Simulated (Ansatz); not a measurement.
Four-centre ligand exchange

Start structure (BHBrCl2F, singlet), relaxed at PBE0-D4/def2-TZVP:

B1  (-0.937, -0.357, 0.006)
Br2  (-0.870, 1.468, -0.592)
Cl3  (-0.796, -1.632, -1.150)
Cl4  (-1.170, -0.688, 1.686)
H5  (1.627, 0.956, -0.127)
F6  (2.145, 0.253, 0.178)
(Å)

The step: BBrCl₂ ([Cl][B]([Cl])[Br]) + HF → BCl₂F ([F][B]([Cl])[Cl]) + HBr; bonds formed: B1–F6, Br2–H5; bonds broken: B1–Br2, H5–F6. Computed with Ansatz 0.2.0 (basis: def2-TZVPP and def2-QZVPP); correlated methods freeze the cores. Filled d shells of the heavier atoms are correlated. The def2 sets are not built for correlating such inner shells, so the correlated values are less sure here. Extrapolation: Hartree–Fock as exp(−7.88 √X), correlation as X^−2.97. Energies below are by CCSD(T) at an estimated basis limit (MP2 extrapolated from triple and quadruple zeta, plus CCSD(T) − MP2 in triple zeta).

(1) What are the electronic barrier and the energy of the step, from the start structure to the end structure? (To be estimated.)

T1 diagnostic: at most 0.010.

Answers

(1) Computed: Barrier 0.814 eV; step energy -0.641 eV (downhill); reverse barrier, their difference, 1.456 eV. Barrier and step energy count from the start structure, the reverse barrier from the end structure.

The saddle point: One imaginary mode of 814i cm⁻¹.
```json
{"pair": "B1–F6", "start (Å)": "3.15", "saddle (Å)": "1.54", "end (Å)": "1.31"}
{"pair": "Br2–H5", "start (Å)": "2.59", "saddle (Å)": "1.71", "end (Å)": "1.42"}
{"pair": "B1–Br2", "start (Å)": "1.92", "saddle (Å)": "2.21", "end (Å)": "3.51"}
{"pair": "H5–F6", "start (Å)": "0.92", "saddle (Å)": "1.15", "end (Å)": "3.03"}
```

Zero-point energy (harmonic, PBE0-D4): ZPE is 0.487 eV at the start and 0.411 eV at the saddle, so the barrier goes from 0.814 to 0.738 eV.

Labels in which every atom is bracketed show which atoms are joined, not bond orders.

For scale, one of the runs: CCSD(T)/def2-TZVPP, 208 basis functions, launched by `ansatz run in.yaml --threads 4 --pin off --events-out ev --progress --plain --max-ram 9574MiB`. Time: 2.4 min of wall clock on 4 CPU threads of an Arm Neoverse V1; the host was shared. Peak host memory: 2.8 GiB.
